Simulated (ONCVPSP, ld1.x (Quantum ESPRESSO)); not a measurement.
Potentials for selenium (Se) compared

Generated with ld1.x 7.5 (TM, RRKJ, ultrasoft, PAW), atompaw 4.2 or ONCVPSP 4.0.1. The cutoff is in Ry: for ld1.x and atompaw files where the sum of valence levels is converged to 10 mRy in a Bessel basis, for ONCV files where the hardest occupied wave has 1 mHa per electron of residual kinetic energy. The error is the largest all-electron minus pseudo excitation energy over each file’s own four to seven test configurations (ionisations up to +4, promotions, holes and added fractions of an electron), all of which were solved. The labels leave out finer settings (local radius, basis sizes, second energies), which also bear on the numbers. Spin-polarised tests are not counted. The rows are a selection from randomly drawn settings: files with unsolved tests, undetermined cutoffs or missed reference levels are left out.

A true bound ghost makes a file unfit for plane-wave use even where its test errors are small: the radial tests pick states by their node count and pass the ghost by.

| potential | cutoff (Ry) | largest error (meV) | bound ghosts |
| --- | --- | --- | --- |
| ultrasoft, Wu–Cohen, scalar-relativistic, rc 1.60/1.40/0.85 (spd), local smoothed, core correction yes, reference 3d10 4s2 4p4 | 230 | -793 | p, s |
| ONCV, PBE, fully relativistic, rc 0.85/0.95/0.85 (spd), local smoothed, core correction yes, reference 3s2 3p6 3d10 4s2 4p4, qcut 17.5/16.6/20.1, projectors 2/2/2 | 308 | +5.4 | none |
| ONCV, PW91, scalar-relativistic, rc 1.30/1.45/1.55 (spd), local smoothed, core correction no, reference 4s2 4p4, qcut 4.5/4.9/5.4, projectors 2/2/2 | 191 | -31 | s, d |
| ONCV, PBE, scalar-relativistic, rc 1.40/1.55 (sp), local smoothed, core correction yes, reference 4s2 4p2, qcut 4.8/5.3, projectors 2/2 | 31 | -8.1 | s |

Question: Fill in the row for Se: ONCV, PBE, non-relativistic, rc 0.90/0.80/1.05 (spd), local smoothed, core correction yes, reference 3s2 3p6 3d10 4s1 4p5, qcut 11.1/20.8/17.9, projectors 3/2/2.

Answer: cutoff 267 Ry, largest error -1.0 meV, bound ghosts: none.

Question: Fill in the row for Se: TM, LDA (PZ), scalar-relativistic, rc 1.25/1.55 (sp), local p, core correction no, reference 4s2 4p3.5.

Answer: cutoff 50 Ry, largest error +178 meV, bound ghosts: none.
